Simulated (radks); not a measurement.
Values are calculated unless marked as measured or tabulated.
Is Cl- bound? Neutral atom [Ne] 3s2 3p5, anion [Ar]. Non-relativistic spherical Kohn-Sham, a radial shooting solver on a logarithmic mesh with Libxc functionals; with spin, open shells are filled with parallel spins first. "No" means that the self-consistent cycle ended without a solution in which all occupied levels of the anion are bound.

| method | e(HOMO) neutral (eV) | anion bound | e(HOMO) anion (eV) | EA, Delta-SCF (eV) | <r> HOMO anion (bohr) |
|---|---|---|---|---|---|
| BLYP, spin-polarised | 3p down -8.018 | no | - | - | - |
| PBE, spin-polarised | 3p down -8.134 | no | - | - | - |

A bound anion was found by 0 of 2 methods. Tabulated electron affinity: 3.613 eV (CRC Handbook (2014) and Andersen, Phys. Rep. 394, 157 (2004), with later updates, as tabulated in mendeleev).
